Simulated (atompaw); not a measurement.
# Scattering properties, PAW (atompaw) potential for praseodymium (Pr)

Pr (Z = 59), PAW, made with atompaw 4.2.0.5 (PBE, scalar-relativistic). Core [Xe], reference 4f3 5d0 6s0 6p0 (charge +2). Waves: 6s (bound, empty): rc 3.00 bohr; 6s channel at -0.55 Ry: rc 3.00 bohr; 6p (bound, empty): rc 3.00 bohr; 6p channel at 0.1 Ry: rc 3.00 bohr; 5d (bound, empty): rc 3.00 bohr; 5d channel at 0.55 Ry: rc 3.00 bohr; 4f (bound): rc 1.80 bohr; 4f channel at 0.25 Ry: rc 1.80 bohr. Local part: troulliermartins scheme with l = 4 at 0 Ry, radius 2.70 bohr. Core correction: smooth core density matched at 2.70 bohr. Augmentation charge: besselshape compensation charge, radius 2.65 bohr; PAW radius 3.00 bohr; waves and projectors: custom polynom vanderbiltortho.

The phase is arctan(r·u′/u) with u = r·R(r), unwrapped; energies in Ry, scanned from -3 to 5 Ry. A pole is an energy at which the radial function vanishes at the test radius. The pseudo phase is shifted by a multiple of π to meet the all-electron one at the reference energy, and phase errors are pseudo minus all-electron; the curves can meet again beyond the range given. Levels narrower than the energy grid can be missing from the lists of poles.

```json
{"channel": "s", "radius (bohr)": "3.02", "reference energy (Ry)": "-0.97", "poles, all-electron": "1.83", "poles, pseudo": "1.78", "unbroken range about the reference energy with phases within 0.05 rad": "below 3.2", "phase error 1 Ry above the reference energy (rad)": "-0.000"}
{"channel": "p", "radius (bohr)": "3.02", "reference energy (Ry)": "-0.70", "poles, all-electron": "-2.30, 3.06", "poles, pseudo": "-2.32, 2.99", "unbroken range about the reference energy with phases within 0.05 rad": "-2.5 to 4.7", "phase error 1 Ry above the reference energy (rad)": "-0.000"}
{"channel": "d", "radius (bohr)": "3.02", "reference energy (Ry)": "-0.99", "poles, all-electron": "-0.23", "poles, pseudo": "-0.23", "unbroken range about the reference energy with phases within 0.05 rad": "the whole range", "phase error 1 Ry above the reference energy (rad)": "-0.000"}
{"channel": "f", "radius (bohr)": "3.02", "reference energy (Ry)": "-1.02", "poles, all-electron": "-0.96, 2.40", "poles, pseudo": "-0.96, 2.44", "unbroken range about the reference energy with phases within 0.05 rad": "below 3.9", "phase error 1 Ry above the reference energy (rad)": "+0.000"}
```

Note: ghost states, extra bound levels that the all-electron valence spectrum of the same l lacks: s at -54.5 eV, p at -34.3 eV. A true bound ghost makes a file unfit for plane-wave use.

Phases in the f channel:

```json
{"E (Ry)": "-3.00", "all-electron": "1.367", "pseudo": "1.367"}
{"E (Ry)": "-2.52", "all-electron": "1.345", "pseudo": "1.345"}
{"E (Ry)": "-2.04", "all-electron": "1.312", "pseudo": "1.313"}
{"E (Ry)": "-1.56", "all-electron": "1.252", "pseudo": "1.252"}
{"E (Ry)": "-1.08", "all-electron": "0.411", "pseudo": "0.412"}
{"E (Ry)": "-0.60", "all-electron": "-1.882", "pseudo": "-1.882"}
{"E (Ry)": "-0.12", "all-electron": "-2.085", "pseudo": "-2.085"}
{"E (Ry)": "0.36", "all-electron": "-2.627", "pseudo": "-2.627"}
{"E (Ry)": "0.84", "all-electron": "-3.926", "pseudo": "-3.925"}
{"E (Ry)": "1.32", "all-electron": "-4.435", "pseudo": "-4.432"}
{"E (Ry)": "1.80", "all-electron": "-4.604", "pseudo": "-4.601"}
{"E (Ry)": "2.28", "all-electron": "-4.694", "pseudo": "-4.690"}
{"E (Ry)": "2.76", "all-electron": "-4.760", "pseudo": "-4.752"}
{"E (Ry)": "3.24", "all-electron": "-4.823", "pseudo": "-4.809"}
{"E (Ry)": "3.72", "all-electron": "-4.905", "pseudo": "-4.873"}
{"E (Ry)": "4.20", "all-electron": "-5.056", "pseudo": "-4.968"}
{"E (Ry)": "4.68", "all-electron": "-5.551", "pseudo": "-5.161"}
```
